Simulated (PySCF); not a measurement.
A structure optimised at ωB97X-D3(BJ)/def2-SVP, used in a PySCF frequency run:

```xyz
4

B      0.0000     0.0000    -0.3582
F      0.0000     0.0000    -1.6737
Cl     0.0000    -1.5206     0.4957
Cl     0.0000     1.5206     0.4957
```

Task: Write its SMILES, formula and point group.

Result: FB(Cl)Cl, BCl2F, C2v

Task: What are its rotational constants (standard atomic weights)?

Result: 7.0165, 3.0827, 2.1417 GHz
